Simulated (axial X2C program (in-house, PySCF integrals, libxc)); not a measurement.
Which molecule has these constants?

Calculated with an in-house all-electron X2C program for linear molecules (integrals from PySCF), spin-free (one-electron X2C) or two-component (2c: spin–orbit coupling with atomic mean-field Coulomb and Gaunt terms, which also bring small scalar terms), in Dyall basis sets with cores contracted in-house; open shells are unrestricted.

A two-component CCSD(T) calculation in a Dyall 3-zeta basis gave Re = 1.753 Å, ωe = 1822.4 cm⁻¹, De = 2.50 eV, Ω = 0.

**Question.** Which molecule is it?
A. InH⁺
B. SnH⁺
C. RhH⁺
D. HI⁺
E. PdH⁺

**Answer.** B. The others have PdH⁺ 1.476 Å and 2190.9 cm⁻¹ (Ω = 0); InH⁺ 1.841 Å and 1073.1 cm⁻¹ (Ω = 1/2); HI⁺ 1.637 Å and 2198.8 cm⁻¹ (Ω = 3/2); RhH⁺ 1.474 Å and 2345.4 cm⁻¹ (Ω = 5/2).

Frozen shells (counts by l): SnH⁺ Sn 4s3p1d, H none, 14 electrons correlated; PdH⁺ Pd 4s3p1d, H none, 10 electrons correlated; InH⁺ In 4s3p1d, H none, 13 electrons correlated; HI⁺ I 4s3p2d, H none, 7 electrons correlated; RhH⁺ Rh 4s3p1d, H none, 9 electrons correlated. Coupled cluster in natural virtuals with an MP2 remainder. Where the outer core of a metal is frozen, bonds come out longer and ionisation energies lower.

Each entry is the lowest single determinant of a limited PBE0 search at one distance. De goes to single-determinant-based atoms at the same level (for ions the charge split of lowest energy) and is withheld (n/a) where an atom does not fit its ground term or J level. Main or longest-lived isotopes. One determinant is a doubtful description, or other states lie close, for PdH⁺, RhH⁺; these need not be ground states, and all values refer to the states named.
